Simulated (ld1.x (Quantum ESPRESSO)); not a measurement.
**An all-electron radial function and its pseudo partner (Tb)**

Columns: radius, all-electron u(r) and pseudo u(r) of the 4f shell (level -3.03 eV) of terbium in the configuration [Kr] 4d10 5s2 4f9 5p6 5d0 6s2 6p0; PBE, scalar-relativistic, RRKJ scheme, ld1.x (Quantum ESPRESSO) 7.5.

```tsv
r (bohr)	all-electron	pseudo
0.132	0.1637	0.0119
0.265	0.6284	0.1553
0.398	0.9559	0.5453
0.530	1.0636	1.0161
0.663	1.0349	1.2566
0.795	0.9476	1.1613
0.928	0.8429	0.9239
1.060	0.7411	0.7496
1.193	0.6476	0.6476
1.325	0.5655	0.5655
1.458	0.4935	0.4935
1.590	0.4316	0.4316
1.723	0.3780	0.3780
1.855	0.3321	0.3321
1.988	0.2923	0.2923
2.120	0.2584	0.2584
2.252	0.2290	0.2290
2.385	0.2035	0.2035
2.518	0.1814	0.1814
2.650	0.1623	0.1623
2.782	0.1457	0.1457
2.915	0.1311	0.1311
3.048	0.1182	0.1182
3.180	0.1071	0.1071
3.312	0.0972	0.0972
3.445	0.0884	0.0884
```

(1) How many radial nodes do the two functions have?

(2) At about which radius was the pseudo-wave matched?

(3) Is the pseudo-wave norm-conserving?

Answers

(1) The all-electron 4f function has n − l − 1 = 0; the pseudo-wave has 0.

(2) 1.20 bohr, where the columns begin to agree (steps of 0.13 bohr).

(3) Yes: the RRKJ scheme keeps the norm inside the radius equal to the all-electron one, which fixes the energy derivative of the logarithmic derivative at the level.
